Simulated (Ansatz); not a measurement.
Total energies of the cluster ZrSe₂ from Ansatz at PBE0-D4/def2-TZVP, gas phase (1 Eh = 27.2114 eV = 2625.5 kJ/mol). The reference geometry is relaxed at PBE-D4/def2-TZVP.

```xyz
3

Zr    0.065   -0.463    0.790
Se   -0.187   -1.420   -1.351
Se    0.121    1.883    0.562
```

| state | geometry | energy (Eh) |
| --- | --- | --- |
| charge 0 singlet | reference | -4849.65134 |
| charge 1 doublet | reference | -4849.36083 |
| charge 1 doublet | relaxed at PBE-D4/def2-TZVP | -4849.36869 |
| charge 0 triplet | relaxed at PBE-D4/def2-TZVP | -4849.61958 |
| charge 0 quintet | relaxed at PBE-D4/def2-TZVP | -4849.53980 |
| free Zr atom (triplet) | – | -46.88229 |
| free Se atom (triplet) | – | -2401.20505 |

In the def2 sets Zr takes a core potential; there is no spin–orbit coupling.

**Question.** Work out the vertical ionisation energy to the doublet.

**Answer.** E(charge 1 doublet) − E(charge 0 singlet) = -4849.36083 − (-4849.65134) = 0.29051 Eh = 7.91 eV. For comparison, −ε of the highest occupied level is 6.12 eV at this level, 1.79 eV less.

**Question.** How much does the charge 1 doublet relax, and what is the adiabatic ionisation energy?

**Answer.** Relaxation: -4849.36083 − (-4849.36869) = 0.00786 Eh = 0.21 eV. Adiabatic ionisation energy: 0.28265 Eh = 7.69 eV, without zero-point energy. 

**Question.** Which of the charge 0 states is lowest, and how far above it are the others?

**Answer.** The singlet. triplet: -4849.61958 − (-4849.65134) = 0.03176 Eh = 83.4 kJ/mol; quintet: -4849.53980 − (-4849.65134) = 0.11154 Eh = 292.8 kJ/mol.

**Question.** What is the binding energy per atom against free atoms?

**Answer.** Atoms: 1 × (-46.88229) + 2 × (-2401.20505) = -4849.29239 Eh. Binding: -4849.29239 − (-4849.65134) = 0.35895 Eh = 9.77 eV, or 3.26 eV for each of 3 atoms (no zero-point energy, no counterpoise term).

The structure comes from a short search, and lower isomers may exist.
